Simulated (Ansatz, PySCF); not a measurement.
This Ansatz (a quantum-chemistry and plane-wave program) input computes a SVWN5/def2-TZVPD energy:

Ansatz 0.2 input:
```yaml
crystal:
  periodic: [false, false, false]
  atoms:
    - {symbol: B, position_ang: [-0.90730345, 0.04199277, 0.14662931]}
    - {symbol: N, position_ang: [0.62442962, -0.02740366, -0.08697627]}
    - {symbol: H, position_ang: [-1.46648053, -0.99335258, 0.13677938]}
    - {symbol: H, position_ang: [-1.35643073, 1.12122059, 0.27976230]}
    - {symbol: H, position_ang: [1.13568617, 0.78140953, 0.27901682]}
    - {symbol: H, position_ang: [1.05104701, -0.88334531, 0.28242983]}
    - {symbol: H, position_ang: [0.80168792, -0.04407040, -1.10230100]}
basis:
  gaussian:
    orbitals: def2-TZVPD
hamiltonian:
  xc: {name: SVWN5}
total_charge: 1
output: {forces: true}
```

Q: Write an input for the same energy in PySCF and say what it gives.

A: 
```python
from pyscf import gto, scf, dft

mol = gto.M(
    atom='''
    B    -0.90730345    0.04199277    0.14662931
    N     0.62442962   -0.02740366   -0.08697627
    H    -1.46648053   -0.99335258    0.13677938
    H    -1.35643073    1.12122059    0.27976230
    H     1.13568617    0.78140953    0.27901682
    H     1.05104701   -0.88334531    0.28242983
    H     0.80168792   -0.04407040   -1.10230100
    ''',
    basis='def2-tzvpd',
    charge=1,
    spin=0,
    verbose=4,
)

mf = dft.RKS(mol, xc='svwn').density_fit(auxbasis='def2-universal-jkfit')
mf.grids.level = 3
mf.conv_tol = 1e-9
mf.max_cycle = 100
mf.max_memory = 1500
mf.kernel()
if not mf.converged:
    mf = mf.newton()
    mf.kernel(mf.make_rdm1())
mf.analyze()
```
It gives -81.57950 Eh, and Ansatz -81.57943 Eh, a difference of 0.07 mEh, from the treatment of integrals and grids.

It need not be the lowest isomer of its formula.
